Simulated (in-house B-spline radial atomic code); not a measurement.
Configurations of Yb⁶⁺, with energies counted from [Kr] 4d10 4f12 5s2 5p4. All numbers are computed (scalar-relativistic (X2C) PBE0, spin-polarised, spherical fractional occupations, exact exchange averaged over the configuration; Fermi nucleus of rms radius 5.3108 fm) with a B-spline radial code for spherical atoms, not measured. Shells without spins written out take the highest spin.

Occupations are held fixed; configurations that lie above the ionisation limit could autoionise.

```json
{"configuration": "[Kr] 4d10 4f11 5s2 5p4 6s1", "E - E(ref) (eV)": "38.949", "highest orbital": "6s up", "its <r> (bohr)": "2.306"}
{"configuration": "[Kr] 4d10 4f11 5s2 5p4 6p1", "E - E(ref) (eV)": "49.014", "highest orbital": "6p up", "its <r> (bohr)": "2.603"}
{"configuration": "[Kr] 4d9 4f13 5s2 5p4", "E - E(ref) (eV)": "180.27", "highest orbital": "4f down", "its <r> (bohr)": "0.6732"}
{"configuration": "[Kr] 4d9 4f12 5s2 5p4 6s1", "E - E(ref) (eV)": "219.91", "highest orbital": "6s up", "its <r> (bohr)": "2.304"}
{"configuration": "[Kr] 4d9 4f12 5s2 5p4 5f1", "E - E(ref) (eV)": "241.07", "highest orbital": "5f up", "its <r> (bohr)": "2.443"}
{"configuration": "[Kr] 4d9 4f12 5s2 5p4 6d1", "E - E(ref) (eV)": "243.38", "highest orbital": "6d up", "its <r> (bohr)": "3.204"}
```

Problem. Order these further configurations by energy, lowest first.
A. [Kr] 4d10 4f11 5s2 5p4 6d1
B. [Kr] 4d10 4f13 5s2 5p3
C. [Kr] 4d9 4f12 5s2 5p4 6f1
D. [Kr] 4d10 4f12 5s2 5p3 6s1
E. [Kr] 4d10 4f12 5s2 5p3 5f1

Solution. B (14.547 eV), D (48.094 eV), A (62.392 eV), E (69.143 eV), C (256.56 eV).

Problem. How far above the reference does [Kr] 4d10 4f12 5s2 5p3 6d1 lie?

Solution. 71.326 eV; its least bound orbital is 6d up with <r> = 3.232 bohr.
